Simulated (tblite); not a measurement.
C5H9N3.
Bonds: C1–C2, C2–N3, N3–N4 (aromatic), N4–C5 (aromatic), C5–C6 (aromatic), C6–C7, C6–N8 (aromatic), N3–N8 (aromatic). Hydrogens: H9, H10, H11 on C1; H12, H13 on C2; H14 on C5; H15, H16, H17 on C7.

The geometry is computed with GFN2-xTB (gas phase).

Problem. Give the optimised bond lengths and angles.

Solution. 
```csv
bond,length (bohr)
C1–C2,2.884
C2–N3,2.710
N3–N4,2.476
N4–C5,2.503
C5–C6,2.651
C6–C7,2.805
C6–N8,2.512
N3–N8,2.480
"C1–H9, C1–H10, C1–H11",2.054
"C2–H12, C2–H13",2.063
C5–H14,2.022
"C7–H15, C7–H16, C7–H17",2.057
```

Bonds in one row agree within 0.02 bohr and their mean is given. A selection of angles:
```csv
angle,degrees
C2–C1–H9,110.1
H9–C1–H10,108.9
C1–C2–N3,110.9
C1–C2–H12,110.5
N3–C2–H12,107.5
H12–C2–H13,110.0
C2–N3–N4,122.6
C2–N3–N8,122.5
N4–N3–N8,114.8
N3–N4–C5,104.7
N4–C5–C6,108.3
N4–C5–H14,121.7
C6–C5–H14,130.0
C5–C6–C7,129.6
C5–C6–N8,107.1
C7–C6–N8,123.2
C6–C7–H15,110.1
H15–C7–H16,108.9
H15–C7–H17,108.2
N3–N8–C6,105.1
```

Dihedral angles: C1–C2–N3–N4 -89° (synclinal). The mirror-image conformer, all signs reversed, is as good.

The C–N distances run from 1.324 Å (N4–C5, aromatic) to 1.434 Å (C2–N3, drawn single), a spread of 0.110 Å. The 3 C–C bonds span 1.403 Å (C5–C6, aromatic) to 1.526 Å (C1–C2, drawn single), a spread of 0.123 Å. N8 (pyridine-type nitrogen) is bent (angle 105.1°). The 5-membered ring N3–N4–C5–C6–N8 has internal angles of 104.7° to 114.8° (sum 540°, against 540° for a flat polygon); it is planar, 0.00 Å rms from its mean plane, widest ring torsion 0°. N3 (pyrrole-type nitrogen) is planar (angles 122.6°, 122.5° and 114.8°, sum 360.0°, 0.02 Å off the plane of its three neighbours). N4 (pyridine-type nitrogen) is bent (angle 104.7°).

Point group: C1 (no symmetry element, even within 0.4 Å). Its GFN2-xTB frequencies are all real (lowest 23 cm⁻¹). The numbers are those of one conformer. 3 starts were optimised and ended at 0.00, 0.01 and 0.14 kcal/mol (GFN2-xTB); the lowest of these is shown.
